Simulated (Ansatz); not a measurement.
Ansatz (an electronic-structure program) input file for C5H15NSi, SMILES [Si](C)(N(C)C)(C)C, PBE0-D3(BJ)/def2-SVP. 

Ansatz 0.2 input:
```yaml
crystal:
  periodic: [false, false, false]
  atoms:
    - {symbol: C, position_ang: [1.71742419, -1.03738931, 1.00864958]}
    - {symbol: N, position_ang: [1.13034765, -0.05392878, 0.13147660]}
    - {symbol: C, position_ang: [2.01343270, 0.27992717, -0.95927778]}
    - {symbol: Si, position_ang: [-0.58952871, 0.11974827, -0.00830500]}
    - {symbol: C, position_ang: [-1.44279059, -1.25203493, -1.04174850]}
    - {symbol: C, position_ang: [-1.31307513, 0.09524115, 1.75352639]}
    - {symbol: C, position_ang: [-0.93290349, 1.80481310, -0.82701295]}
    - {symbol: H, position_ang: [1.05155705, -1.23121566, 1.84325839]}
    - {symbol: H, position_ang: [1.91281987, -1.98405762, 0.48867979]}
    - {symbol: H, position_ang: [2.66910429, -0.66370003, 1.39799738]}
    - {symbol: H, position_ang: [2.22910678, -0.59084284, -1.59174711]}
    - {symbol: H, position_ang: [1.56388305, 1.05253049, -1.57451032]}
    - {symbol: H, position_ang: [2.96296995, 0.65342091, -0.56445398]}
    - {symbol: H, position_ang: [-1.26834021, -2.23485027, -0.61166726]}
    - {symbol: H, position_ang: [-2.51763102, -1.10827394, -1.09753357]}
    - {symbol: H, position_ang: [-1.06419847, -1.27174446, -2.06035747]}
    - {symbol: H, position_ang: [-0.73338010, 0.71040986, 2.43372476]}
    - {symbol: H, position_ang: [-1.35026881, -0.90965278, 2.16154154]}
    - {symbol: H, position_ang: [-2.32863868, 0.47703277, 1.75012415]}
    - {symbol: H, position_ang: [-1.97086951, 2.08766747, -0.68676857]}
    - {symbol: H, position_ang: [-0.74951160, 1.78022884, -1.89630950]}
    - {symbol: H, position_ang: [-0.31816045, 2.59072990, -0.40086468]}
basis:
  gaussian:
    orbitals: def2-SVP
hamiltonian:
  xc: pbe0
  dispersion: d3bj
relax: {f_tol: 0.002, max_steps: 200}
```

It prints:

```
WARN ansatz: RAYON_NUM_THREADS=2 ignored (pool sized by the plan → 2); use --threads N
Functional definition: PBE0
integrals: 0.25 GiB planned
1982 factors; integrals over basis functions are off by at most 4.0e-4 eV
mean field: 1.23 GiB planned
mean field evaluation 1: about -14764.6421 eV, gradient 7.9e1 eV
mean field evaluation 2: about -14761.5693 eV, gradient 8.5e1 eV
mean field evaluation 4: about -14779.5386 eV, gradient 3.2e0 eV
mean field evaluation 8: about -14779.5839 eV, gradient 9.3e-2 eV
mean field evaluation 16: about -14779.5840 eV, gradient 1.7e-5 eV
mean field -14779.58396687 eV, -543.1396928208 hartree, gradient 1.7e-5 eV, S^2 0.000000; 0 other end points of the search recorded, 0 dependent functions left out
the calculation of the forces begins
reference -14779.58400052 eV, -543.1396940574 hartree; 33, 33 occupied and 144, 144 virtual orbitals, 1982 factors
relax step   1: F+E_penalty+E_count = -14780.07447626 eV  Δ(F+E_penalty+E_count) = +0.000e0 eV  max|allowed force component| = 8.288e-1 eV/Å  Δτ_max = 0.0000 Å  (26 SCF iters, accepted)
these checks for a lower state are left out or cut short: starts, cluster_reference, orbital_swaps, neighbouring_geometries, increment
integrals: 0.25 GiB planned
1982 factors; integrals over basis functions are off by at most 4.0e-4 eV
mean field: 1.23 GiB planned
mean field -14779.67298225 eV, -543.1429640755 hartree, gradient 7.8e-5 eV, S^2 0.000000; 0 other end points of the search recorded, 0 dependent functions left out
the calculation of the forces begins
reference -14779.67301573 eV, -543.1429653059 hartree; 33, 33 occupied and 144, 144 virtual orbitals, 1982 factors
relax step   2: F+E_penalty+E_count = -14780.16425161 eV  Δ(F+E_penalty+E_count) = -8.978e-2 eV  max|allowed force component| = 4.568e-1 eV/Å  Δτ_max = 0.0466 Å  (25 SCF iters, accepted)
these checks for a lower state are left out or cut short: starts, cluster_reference, orbital_swaps, neighbouring_geometries, increment
integrals: 0.25 GiB planned
1982 factors; integrals over basis functions are off by at most 4.0e-4 eV
mean field: 1.23 GiB planned
mean field -14779.68440686 eV, -543.1433839223 hartree, gradient 7.9e-5 eV, S^2 0.000000; 0 other end points of the search recorded, 0 dependent functions left out
the calculation of the forces begins
reference -14779.68444024 eV, -543.1433851488 hartree; 33, 33 occupied and 144, 144 virtual orbitals, 1982 factors
relax step   3: F+E_penalty+E_count = -14780.17615263 eV  Δ(F+E_penalty+E_count) = -1.190e-2 eV  max|allowed force component| = 1.890e-1 eV/Å  Δτ_max = 0.0596 Å  (24 SCF iters, accepted)
these checks for a lower state are left out or cut short: starts, cluster_reference, orbital_swaps, neighbouring_geometries, increment
integrals: 0.25 GiB planned
1982 factors; integrals over basis functions are off by at most 4.0e-4 eV
mean field: 1.23 GiB planned
mean field -14779.68613515 eV, -543.1434474356 hartree, gradient 7.5e-5 eV, S^2 0.000000; 0 other end points of the search recorded, 0 dependent functions left out
the calculation of the forces begins
reference -14779.68616852 eV, -543.1434486620 hartree; 33, 33 occupied and 144, 144 virtual orbitals, 1982 factors
relax step   4: F+E_penalty+E_count = -14780.17773597 eV  Δ(F+E_penalty+E_count) = -1.583e-3 eV  max|allowed force component| = 3.329e-2 eV/Å  Δτ_max = 0.0182 Å  (25 SCF iters, accepted)
these checks for a lower state are left out or cut short: starts, cluster_reference, orbital_swaps, neighbouring_geometries, increment
integrals: 0.25 GiB planned
1982 factors; integrals over basis functions are off by at most 4.0e-4 eV
mean field: 1.23 GiB planned
mean field evaluation 32: about -14779.6596 eV, gradient 7.9e-1 eV
mean field -14779.68661856 eV, -543.1434652008 hartree, gradient 7.5e-5 eV, S^2 0.000000; 0 other end points of the search recorded, 0 dependent functions left out
the calculation of the forces begins
reference -14779.68665192 eV, -543.1434664267 hartree; 33, 33 occupied and 144, 144 virtual orbitals, 1982 factors
relax step   5: F+E_penalty+E_count = -14780.17819458 eV  Δ(F+E_penalty+E_count) = -4.586e-4 eV  max|allowed force component| = 2.773e-2 eV/Å  Δτ_max = 0.0196 Å  (25 SCF iters, accepted)
these checks for a lower state are left out or cut short: starts, cluster_reference, orbital_swaps, neighbouring_geometries, increment
integrals: 0.25 GiB planned
1982 factors; integrals over basis functions are off by at most 4.0e-4 eV
mean field: 1.23 GiB planned
mean field -14779.68677710 eV, -543.1434710270 hartree, gradient 2.0e-5 eV, S^2 0.000000; 0 other end points of the search recorded, 0 dependent functions left out
the calculation of the forces begins
reference -14779.68681045 eV, -543.1434722526 hartree; 33, 33 occupied and 144, 144 virtual orbitals, 1982 factors
relax step   6: F+E_penalty+E_count = -14780.17831312 eV  Δ(F+E_penalty+E_count) = -1.185e-4 eV  max|allowed force component| = 1.854e-2 eV/Å  Δτ_max = 0.0142 Å  (21 SCF iters, accepted)
these checks for a lower state are left out or cut short: starts, cluster_reference, orbital_swaps, neighbouring_geometries, increment
integrals: 0.25 GiB planned
1982 factors; integrals over basis functions are off by at most 4.0e-4 eV
mean field: 1.23 GiB planned
mean field -14779.68478863 eV, -543.1433979521 hartree, gradient 7.4e-5 eV, S^2 0.000000; 0 other end points of the search recorded, 0 dependent functions left out
the calculation of the forces begins
reference -14779.68482196 eV, -543.1433991768 hartree; 33, 33 occupied and 144, 144 virtual orbitals, 1982 factors
relax step   7: F+E_penalty+E_count = -14780.17603407 eV  Δ(F+E_penalty+E_count) = +2.279e-3 eV  max|allowed force component| = 1.983e-1 eV/Å  Δτ_max = 0.0118 Å  (25 SCF iters, rejected (line search))
these checks for a lower state are left out or cut short: starts, cluster_reference, orbital_swaps, neighbouring_geometries, increment
integrals: 0.25 GiB planned
1982 factors; integrals over basis functions are off by at most 4.0e-4 eV
mean field: 1.23 GiB planned
mean field -14779.68684796 eV, -543.1434736311 hartree, gradient 6.7e-6 eV, S^2 0.000000; 0 other end points of the search recorded, 0 dependent functions left out
the calculation of the forces begins
reference -14779.68688131 eV, -543.1434748564 hartree; 33, 33 occupied and 144, 144 virtual orbitals, 1982 factors
relax step   8: F+E_penalty+E_count = -14780.17833447 eV  Δ(F+E_penalty+E_count) = -2.135e-5 eV  max|allowed force component| = 1.501e-3 eV/Å  Δτ_max = 0.0032 Å  (22 SCF iters, accepted)
these checks for a lower state are left out or cut short: starts, cluster_reference, orbital_swaps, neighbouring_geometries, increment
integrals: 0.25 GiB planned
1982 factors; integrals over basis functions are off by at most 4.0e-4 eV
mean field: 1.23 GiB planned
mean field -14779.68686999 eV, -543.1434744405 hartree, gradient 5.1e-6 eV, S^2 0.000000; 0 other end points of the search recorded, 0 dependent functions left out
the calculation of the forces begins
reference -14779.68690333 eV, -543.1434756657 hartree; 33, 33 occupied and 144, 144 virtual orbitals, 1982 factors
relax step   9: F+E_penalty+E_count = -14780.17833897 eV  Δ(F+E_penalty+E_count) = -4.499e-6 eV  max|allowed force component| = 1.896e-3 eV/Å  Δτ_max = 0.0031 Å  (20 SCF iters, accepted)
integrals: 0.25 GiB planned
1982 factors; integrals over basis functions are off by at most 4.0e-4 eV
mean field: 1.23 GiB planned
mean field evaluation 64: about -14779.4051 eV, gradient 1.1e1 eV
mean field -14779.68686999 eV, -543.1434744405 hartree, gradient 5.1e-6 eV, S^2 0.000000; 1 other end points of the search recorded, 0 dependent functions left out
the calculation of the forces begins
reference -14779.68690333 eV, -543.1434756657 hartree; 33, 33 occupied and 144, 144 virtual orbitals, 1982 factors
Total energy: -14780.17837231 eV, -543.1615368175 hartree
Atom 0 at     1.711425    -1.061669     0.999262 Å, force    -0.001357     0.000700    -0.000227 eV/Å
Atom 1 at     1.137308    -0.085085     0.112125 Å, force     0.001896    -0.001000    -0.000278 eV/Å
Atom 2 at     2.006525     0.260712    -0.981116 Å, force    -0.001433     0.000115     0.000460 eV/Å
Atom 3 at    -0.597924     0.133923     0.000767 Å, force     0.000018     0.000010     0.000108 eV/Å
Atom 4 at    -1.429362    -1.218479    -1.018556 Å, force     0.000487     0.000028     0.000028 eV/Å
Atom 5 at    -1.315784     0.112960     1.738032 Å, force     0.000224     0.000302    -0.000081 eV/Å
Atom 6 at    -0.939894     1.798133    -0.803695 Å, force     0.000143     0.000059     0.000395 eV/Å
Atom 7 at     1.044156    -1.263487     1.849923 Å, force     0.000462    -0.000188    -0.000215 eV/Å
Atom 8 at     1.922638    -2.033383     0.503216 Å, force     0.000182     0.000074     0.000074 eV/Å
Atom 9 at     2.671160    -0.701475     1.417272 Å, force     0.000232     0.000037     0.000295 eV/Å
Atom 10 at     2.242211    -0.600556    -1.642612 Å, force     0.000186     0.000057     0.000046 eV/Å
Atom 11 at     1.559673     1.045988    -1.608183 Å, force     0.000380    -0.000305    -0.000070 eV/Å
Atom 12 at     2.973354     0.651942    -0.609971 Å, force     0.000280     0.000257    -0.000094 eV/Å
Atom 13 at    -1.251639    -2.211729    -0.575686 Å, force    -0.000267     0.000399    -0.000392 eV/Å
Atom 14 at    -2.519586    -1.068474    -1.079922 Å, force    -0.000087    -0.000114    -0.000101 eV/Å
Atom 15 at    -1.034496    -1.236140    -2.047158 Å, force    -0.000395    -0.000174     0.000396 eV/Å
Atom 16 at    -0.801928     0.838437     2.387715 Å, force    -0.000404    -0.000449    -0.000199 eV/Å
Atom 17 at    -1.249882    -0.879187     2.210904 Å, force    -0.000194     0.000242    -0.000085 eV/Å
Atom 18 at    -2.382853     0.384961     1.700871 Å, force     0.000081    -0.000075     0.000352 eV/Å
Atom 19 at    -2.018946     2.016237    -0.758172 Å, force     0.000137     0.000299    -0.000170 eV/Å
Atom 20 at    -0.648119     1.822687    -1.865093 Å, force    -0.000222     0.000060     0.000156 eV/Å
Atom 21 at    -0.406688     2.607743    -0.281503 Å, force    -0.000346    -0.000333    -0.000398 eV/Å
Dipole moment:    -0.005720    -0.025778    -0.018236 e Å
```

The run converged.
